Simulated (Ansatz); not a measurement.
Program: Ansatz. Geometries: PBE0-D4/def2-TZVP. ΔE: electronic, gas phase. CBS: MP2 limit from def2 TZ/QZ plus the TZ coupled-cluster correction, frozen cores. def2 core potentials past Kr. For Sn, Te outer-core shells are correlated without core-valence functions, which leaves a few kJ/mol of doubt a bond. One conformer a species, not always the lowest.

Consider the formal exchange of groups at a C–Te bond: `[SiH3][Te]CCl` + `[CH3][SnH3]` → `[CH3][SnH2][CH2]Cl` + `[SiH3][TeH]`.

```csv
species,CCSD(T)/CBS(def2) energy (Eh)
`[SiH3][Te]CCl`,-1057.64579
`[CH3][SnH3]`,-255.66383
`[CH3][SnH2][CH2]Cl`,-754.10676
`[SiH3][TeH]`,-559.21313
```

(1) Work out ΔE.

Largest T1 diagnostic among the species: 0.012.

Results:

(1) ΔE = (-754.10676) + (-559.21313) − (-1057.64579) − (-255.66383) = -0.01027 Eh = -27.0 kJ/mol.
